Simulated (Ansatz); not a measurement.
A nudged elastic band was laid between two geometries of C3H9Al + H2 (15 atoms, charge 0, multiplicity 1).

Method: RKS PBE0-D4/def2-SVP (Ansatz 0.2.0).

* movable images: 9
* climbing image: yes
* spring: 5.0 eV/Å²
* optimiser: quadratic models (default)
* start path: through a guess of the saddle point
* force threshold: 0.03 eV/Å
* iteration limit: 60
* end points: relaxed

Image 0:

```xyz
15
Properties=species:S:1:pos:R:3
Al 0.054 -0.102 0.154
C 0.511 1.604 1.023
C -1.707 -0.921 0.460
C 1.475 -1.116 -0.750
H -0.482 1.301 -1.603
H -0.862 0.679 -1.836
H -0.349 2.285 1.134
H 0.877 1.401 2.047
H 1.318 2.155 0.512
H -2.505 -0.182 0.641
H -1.668 -1.565 1.358
H -2.029 -1.573 -0.369
H 1.985 -0.520 -1.527
H 1.122 -2.048 -1.220
H 2.259 -1.398 -0.024
```

Image 10:

```xyz
15
Properties=species:S:1:pos:R:3
Al -0.410 -0.438 -0.819
C 0.445 1.888 0.681
C -1.726 -1.049 0.503
C 1.437 -1.097 -0.819
H 0.070 1.895 -0.357
H -0.926 0.421 -2.066
H 0.040 2.777 1.183
H 0.113 1.000 1.240
H 1.542 1.921 0.668
H -2.473 -0.274 0.742
H -1.271 -1.389 1.448
H -2.291 -1.907 0.095
H 2.136 -0.394 -1.302
H 1.499 -2.041 -1.390
H 1.815 -1.315 0.194
```

(1) What changes between the two ends?

(2) Give the energies along the band, and the barrier.

(3) What is the geometry of the highest image?

(4) What are the harmonic wavenumbers there?

The band took 17 iterations and of the order of 11 core-minutes.

## Answers

(1) Bonds broken: Al1–C2, H5–H6. Bonds formed: Al1–H6, C2–H5. C3H9Al + H2 becomes C2H7Al + CH4.

(2) It converged. The highest image is number 4 of 0 to 10, 0.95 eV above the first end and 1.30 eV above the last; the last end lies 0.35 eV below the first. A vibrational analysis at the climbing image gives one clearly imaginary mode, 1244i cm⁻¹: a first-order saddle point. The orbitals stay closed-shell, which can raise the energy where a bond breaks towards radicals; this wasn't checked here.

| image | path coordinate (Å) | energy (eV) | Al1–C2 (Å) | H5–H6 (Å) | Al1–H6 (Å) |
| --- | --- | --- | --- | --- | --- |
| 0 | 0.00 | 0.00 | 1.97 | 0.77 | 2.33 |
| 1 | 0.57 | 0.00 | 1.97 | 0.77 | 2.33 |
| 2 | 1.14 | 0.03 | 1.97 | 0.77 | 2.26 |
| 3 | 1.71 | 0.31 | 1.99 | 0.79 | 2.03 |
| 4 | 2.28 | 0.95 | 2.15 | 1.06 | 1.76 |
| 5 | 2.66 | 0.38 | 2.31 | 1.43 | 1.66 |
| 6 | 3.04 | -0.12 | 2.54 | 1.77 | 1.61 |
| 7 | 3.42 | -0.29 | 2.72 | 2.07 | 1.60 |
| 8 | 3.80 | -0.35 | 2.86 | 2.33 | 1.60 |
| 9 | 4.18 | -0.35 | 2.90 | 2.44 | 1.60 |
| 10 | 4.56 | -0.35 | 2.90 | 2.47 | 1.60 |

(3) 
```xyz
15
Properties=species:S:1:pos:R:3
Al -0.132 -0.220 -0.288
C 0.364 1.648 0.645
C -1.751 -0.953 0.524
C 1.516 -1.135 -0.806
H -0.217 1.395 -0.704
H -0.593 0.906 -1.562
H -0.395 2.399 0.912
H 0.600 1.108 1.582
H 1.287 2.159 0.331
H -2.531 -0.185 0.648
H -1.540 -1.371 1.523
H -2.183 -1.768 -0.080
H 2.227 -0.452 -1.296
H 1.323 -1.968 -1.502
H 2.025 -1.564 0.074
```

(4) 1244i, 65, 100, 106, 150, 154, 192, 392, 445, 571, 592, 625, 693, 707, 730, 734, 746, 1055, 1210, 1212, 1217, 1244, 1420, 1422, 1425, 1427, 1436, 1458, 1710, 2011, 3034, 3045, 3046, 3131, 3141, 3142, 3152, 3154, 3177 cm⁻¹.

Run time: 5.8 min on 2 threads of Arm Neoverse V2, with other jobs on the host, peak memory 0.27 GiB.
